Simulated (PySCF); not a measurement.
GeHI₃, SMILES [I][GeH]([I])[I].

Geometry: B3LYP-D3(BJ)/def2-SVP. The def2 effective core potentials stand for the cores of I; spin–orbit coupling is left out.

Method: PySCF with PBE0/def2-TZVP.

The molecule is in vacuum.

Task: Estimate the frontier levels, gap, dipole moment and polarisability. (The exact figures need the calculation; the answer reports its results.)

Result: 
```yaml
highest_occupied_level: -7.71 eV
lowest_empty_level: -2.89 eV
orbital_gap: 4.82 eV
dipole_moment: 0.69 D
quadrupole, principal values (traceless, Buckingham form, about the centre of nuclear charge): -0.04, -0.04, 0.08 D·Å
mean_static_polarisability: 129.9 bohr³ (19.26 Å³)
polarisability_principal_values: 92.5, 148.7, 148.7 bohr³
```
